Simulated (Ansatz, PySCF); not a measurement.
Gas-phase reaction in SMILES: FB(F)Br -> F[B]F + Br atom (the B-Br bond at the site shown breaks; other sites are not compared here)
Geometries: B3LYP-D3(BJ)/def2-TZVP minima from Ansatz (an electronic-structure program). Frequencies are from Ansatz or PySCF.

Wanted: bond dissociation energy (0 K, with B3LYP-D3(BJ) harmonic zero-point energies), in kcal/mol. Correlated levels leave the core frozen unless marked. UHF or UKS for open shells. No spin-orbit coupling. Frozen are the shells of the preceding noble gas and the d and f shells that filled before the atom's block. No relativistic terms. CBS marks a two-point X^-3 extrapolation of the correlation energy; Hartree-Fock from the larger set.

CCSD(T)/CBS(cc-pVTZ,cc-pVQZ) (Ansatz) gives 105.7 kcal/mol.

Problem. Another calculation gave 98.7 kcal/mol. Which level was it?
A. B2GP-PLYP/def2-TZVPD (Ansatz)
B. SVWN5/def2-TZVPD (Ansatz)
C. BHLYP/def2-TZVPD (Ansatz)
D. wB97M-V/def2-TZVPD (Ansatz)

Solution. C, BHLYP/def2-TZVPD (Ansatz). The others give 102.6 (B2GP-PLYP), 106.0 (wB97M-V), 120.6 (SVWN5) kcal/mol.
